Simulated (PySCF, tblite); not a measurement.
Compound: C7H10Si.
SMILES with atom numbers: `[CH2:1]=[CH:2][CH2:3][C:4]1=[CH:5][CH:6]=[CH:7][SiH2:8]1` (hydrogens: H9, H10 on C1; H11 on C2; H12, H13 on C3; H14 on C5; H15 on C6; H16 on C7; H17, H18 on Si8)

Computed with GFN2-xTB (tblite), gas phase: nudged elastic band of 9 images (0 to 8), spring 0.2 eV/Å², climbing image at the end, force threshold 0.05 eV/Å. The top image wasn't refined or checked by frequencies; at this threshold it can lie a kcal/mol or more above the true saddle point of the method.

Path: rotation about C3–C4 (allylic carbon, fully substituted alkene carbon), followed by the dihedral C2–C3–C4–Si8.

Image 0 (start, dihedral 70°):
```
atom  x, y, z in Å
C1      2.806    0.449   -1.101
C2      1.991    0.623   -0.079
C3      1.260   -0.480    0.626
C4     -0.212   -0.303    0.428
C5     -1.062    0.120    1.375
C6     -2.453    0.270    0.976
C7     -2.741   -0.019   -0.300
Si8    -1.167   -0.546   -1.191
H9      3.303    1.274   -1.583
H10     3.021   -0.532   -1.495
H11     1.784    1.617    0.296
H12     1.500   -0.446    1.694
H13     1.577   -1.445    0.225
H14    -0.769    0.343    2.393
H15    -3.182    0.600    1.704
H16    -3.740    0.056   -0.696
H17    -1.179   -1.941   -1.637
H18    -0.746    0.367   -2.252
```

Image 8 (end, +0.028 eV, dihedral -168°):
```
atom  x, y, z in Å
C1      2.938    1.133   -0.059
C2      2.119    0.250    0.480
C3      1.228   -0.665   -0.298
C4     -0.229   -0.355   -0.129
C5     -0.725    0.765    0.416
C6     -2.176    0.869    0.469
C7     -2.871   -0.160   -0.031
Si8    -1.671   -1.460   -0.673
H9      3.557    1.781    0.538
H10     3.025    1.243   -1.128
H11     2.042    0.160    1.556
H12     1.401   -1.699    0.018
H13     1.474   -0.607   -1.364
H14    -0.117    1.570    0.804
H15    -2.628    1.753    0.900
H16    -3.947   -0.180   -0.043
H17    -1.711   -2.735    0.047
H18    -1.718   -1.657   -2.124
```

**Question.** What do the inner images look like?

**Answer.** 
Image 1: +0.010 eV, dihedral 86°
```
atom  x, y, z in Å
C1      2.831    0.601   -1.005
C2      2.001    0.620    0.020
C3      1.255   -0.576    0.533
C4     -0.217   -0.354    0.369
C5     -1.005    0.212    1.295
C6     -2.404    0.383    0.936
C7     -2.762   -0.024   -0.288
Si8    -1.252   -0.716   -1.177
H9      3.345    1.485   -1.343
H10     3.038   -0.307   -1.547
H11     1.799    1.542    0.550
H12     1.496   -0.713    1.593
H13     1.564   -1.467   -0.017
H14    -0.662    0.532    2.270
H15    -3.086    0.817    1.655
H16    -3.775    0.053   -0.646
H17    -1.358   -2.144   -1.482
H18    -0.816    0.064   -2.335
```

Image 2: +0.026 eV, dihedral 101°
```
atom  x, y, z in Å
C1      2.845    0.738   -0.895
C2      2.015    0.601    0.120
C3      1.252   -0.652    0.433
C4     -0.219   -0.391    0.306
C5     -0.945    0.297    1.201
C6     -2.352    0.484    0.886
C7     -2.780   -0.032   -0.273
Si8    -1.337   -0.868   -1.147
H9      3.369    1.659   -1.088
H10     3.043   -0.075   -1.576
H11     1.823    1.430    0.789
H12     1.488   -0.959    1.458
H13     1.553   -1.450   -0.248
H14    -0.548    0.704    2.122
H15    -2.984    1.017    1.584
H16    -3.805    0.046   -0.593
H17    -1.504   -2.315   -1.301
H18    -0.921   -0.228   -2.396
```

Image 3: +0.046 eV, dihedral 117°
```
atom  x, y, z in Å
C1      2.864    0.857   -0.771
C2      2.035    0.571    0.213
C3      1.250   -0.703    0.321
C4     -0.221   -0.413    0.238
C5     -0.887    0.379    1.093
C6     -2.303    0.572    0.828
C7     -2.801   -0.046   -0.251
Si8    -1.424   -1.008   -1.100
H9      3.396    1.793   -0.817
H10     3.052    0.162   -1.573
H11     1.859    1.286    1.005
H12     1.477   -1.178    1.282
H13     1.541   -1.389   -0.477
H14    -0.439    0.870    1.947
H15    -2.885    1.192    1.496
H16    -3.839    0.028   -0.528
H17    -1.633   -2.457   -1.099
H18    -1.052   -0.511   -2.425
```

Image 4: +0.066 eV, dihedral 133°
```
atom  x, y, z in Å
C1      2.885    0.959   -0.637
C2      2.061    0.526    0.297
C3      1.249   -0.730    0.200
C4     -0.221   -0.421    0.168
C5     -0.836    0.460    0.972
C6     -2.261    0.647    0.763
C7     -2.823   -0.066   -0.221
Si8    -1.504   -1.133   -1.036
H9      3.426    1.884   -0.536
H10     3.057    0.403   -1.544
H11     1.911    1.106    1.198
H12     1.464   -1.364    1.069
H13     1.528   -1.287   -0.696
H14    -0.344    1.032    1.746
H15    -2.798    1.343    1.393
H16    -3.873   -0.002   -0.451
H17    -1.735   -2.571   -0.881
H18    -1.197   -0.779   -2.422
```

Image 5 (top): +0.073 eV, dihedral 148°
```
atom  x, y, z in Å
C1      2.901    1.041   -0.494
C2      2.086    0.468    0.369
C3      1.248   -0.739    0.076
C4     -0.220   -0.421    0.096
C5     -0.791    0.542    0.837
C6     -2.226    0.713    0.693
C7     -2.843   -0.090   -0.183
Si8    -1.571   -1.242   -0.957
H9      3.455    1.932   -0.251
H10     3.054    0.642   -1.483
H11     1.965    0.888    1.358
H12     1.452   -1.513    0.826
H13     1.515   -1.153   -0.900
H14    -0.259    1.193    1.515
H15    -2.724    1.472    1.281
H16    -3.904   -0.042   -0.360
H17    -1.803   -2.656   -0.653
H18    -1.345   -1.028   -2.388
```

Image 6: +0.062 eV, dihedral 163°
```
atom  x, y, z in Å
C1      2.912    1.101   -0.342
C2      2.099    0.401    0.425
C3      1.246   -0.733   -0.052
C4     -0.220   -0.415    0.020
C5     -0.751    0.619    0.690
C6     -2.194    0.772    0.619
C7     -2.856   -0.114   -0.135
Si8    -1.625   -1.335   -0.868
H9      3.477    1.937    0.035
H10     3.051    0.867   -1.385
H11     1.990    0.653    1.472
H12     1.444   -1.621    0.560
H13     1.504   -0.990   -1.084
H14    -0.180    1.338    1.259
H15    -2.660    1.583    1.163
H16    -3.926   -0.085   -0.252
H17    -1.832   -2.713   -0.419
H18    -1.488   -1.258   -2.324
```

Image 7: +0.045 eV, dihedral 178°
```
atom  x, y, z in Å
C1      2.920    1.136   -0.187
C2      2.101    0.330    0.461
C3      1.243   -0.712   -0.186
C4     -0.220   -0.403   -0.059
C5     -0.720    0.688    0.539
C6     -2.167    0.825    0.544
C7     -2.862   -0.135   -0.079
Si8    -1.664   -1.412   -0.770
H9      3.492    1.899    0.315
H10     3.056    1.066   -1.254
H11     1.984    0.418    1.534
H12     1.440   -1.687    0.275
H13     1.494   -0.802   -1.247
H14    -0.118    1.458    1.000
H15    -2.610    1.679    1.038
H16    -3.938   -0.126   -0.131
H17    -1.821   -2.741   -0.178
H18    -1.621   -1.475   -2.233
```

The largest changes of bonds and angles from start to top: C3–C4 1.496 → 1.503 Å, C4–Si8 1.895 → 1.900 Å, C5–H14 1.083 → 1.080 Å, C3–H12 1.095 → 1.097 Å, C2–C3–C4 109.3 → 111.9°, C4–Si8–H17 112.8 → 114.5°, C4–Si8–H18 113.2 → 111.6°. GFN2-xTB torsional profiles can miss by a kcal/mol or more and can put conformers in the wrong order.

**Question.** What do single points at PBE0/pcSseg-1 (PySCF, no dispersion term) give on some images?

**Answer.** 
```tsv
image	GFN2-xTB E (eV)	DFT E (eV)	HOMO (eV)	LUMO (eV)	dipole (D)
0	0.000	0.000	-6.45	-1.45	0.27
2	0.026	0.055	-6.42	-1.45	0.27
5	0.073	0.083	-6.43	-1.39	0.25
6	0.062	0.049	-6.43	-1.37	0.22
8	0.028	-0.001	-6.44	-1.37	0.15
```

Energies count from image 0 at each level. At the GFN2-xTB top the DFT energy is 1.9 kcal/mol against 1.7; the geometries weren't optimised at the DFT level.

What follows is the cost of the whole band run. On an Arm Neoverse N1 with one thread, shared host with 64 logical CPUs at a one-minute load of 19, this took 5.8 s of wall time and 0.18 GiB of memory at its peak.
